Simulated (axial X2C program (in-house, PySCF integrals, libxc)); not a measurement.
## PmC⁺: a free-ion multiplet in an axial field

Computed with an in-house all-electron X2C program for linear molecules (integrals from PySCF): two-component X2C with atomic mean-field Coulomb and Gaunt terms, basis Pm dyall-v3z, C dyall-v3z (cores contracted in-house). Orbitals come from Hartree–Fock averaged over the configuration Pm f4 s0 d(πδ)0; CI then distributes these electrons over the f, s, d(πδ) shells of Pm.

R = 1.885 Å.

(1) Which level do Hund's rules give for f4, how many Ω levels does it split into, and what is its Landé factor?

The computed levels compare thus:

```tsv
Ω	energy (cm⁻¹)	g∥ computed	2gJΩ
2	0	2.35	2.40
1	76	0.21	1.20
4	148	4.42	4.80
0	334	0.00	0.00
3	408	4.91	3.60
```

The 5 lowest levels are just these Ω; they span 408 cm⁻¹, the lowest has Ω = 2, and the next level lies at 1384 cm⁻¹. Departures of g∥ from 2gJΩ come from intermediate coupling and from mixing with the higher-lying level J + 1 of the term. The computed g∥ is the magnitude of 2⟨Lz + ge Sz⟩.

Dynamic correlation is missing, so gaps between terms are too wide and other configurations may lie lower; the lowest level listed is that of this model, not necessarily the ground state. At most 4 roots were kept for each Ω > 0 (twice that for Ω = 0) within 2.2 eV of the lowest, so higher up levels can be missing between those listed; levels with Ω > 0 are doubly degenerate and listed once, Ω = 0 levels singly. States that fill the shells left empty in the average are placed too high. Along the bond the averaged SCF switches between close solutions, so this one may not be the lowest.

## Answers

(1) S = 2, L = 6, J = 4 (5I4). It gives Ω = 0 to 4, 5 levels. gJ = 3/2 + [S(S+1) − L(L+1)]/[2J(J+1)] = 0.600, so g∥ = 2gJΩ.
